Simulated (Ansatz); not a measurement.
`BC[SiH2]Cl` + HI → `Cl[SiH2]CI` + BH₃  (substitution at a C–B bond)

Calculated with Ansatz (gas phase, PBE0-D4/def2-TZVP geometries, no zero-point term in ΔE). CCSD(T)/CBS is the MP2 limit (def2-TZVPP, def2-QZVPP) plus CCSD(T) − MP2 in def2-TZVPP, frozen cores. This one scheme is used for every species. DFT in def2-TZVPP. Elements past krypton have def2 core potentials. For I outer-core shells are correlated without core-valence functions, which leaves a few kJ/mol of doubt a bond. One conformer a species, not always the lowest.

```json
{"level": "PBE-D4", "ΔE (kcal/mol)": "19.5"}
{"level": "ωB97X-V", "ΔE (kcal/mol)": "18.3"}
{"level": "PBE", "ΔE (kcal/mol)": "20.3"}
{"level": "PBE0", "ΔE (kcal/mol)": "20.3"}
{"level": "MP2/def2-TZVPP", "ΔE (kcal/mol)": "16.6"}
{"level": "CCSD(T)/def2-TZVPP", "ΔE (kcal/mol)": "17.7"}
{"level": "MP2/CBS(def2)", "ΔE (kcal/mol)": "15.2"}
{"level": "CCSD/CBS(def2)", "ΔE (kcal/mol)": "16.7"}
```

**Question.** What does CCSD(T)/CBS give? (Best estimate.)

**Answer.** The calculation gave: +16.3 kcal/mol. The listed levels differ from it by 3.2, 2.0, 4.0, 4.0, 0.3, 1.4, -1.1, 0.4 kcal/mol.

Largest T1 diagnostic among the species: 0.010.

The D4 term adds −1.5 kcal/mol with B3LYP and −0.7 kcal/mol with PBE0; it sums over pairs of atoms, weighted by their polarisabilities, and B3LYP, whose exchange is more repulsive, gets the larger term.

B3LYP here is the variant with VWN-RPA as its local correlation; programs differ in this.
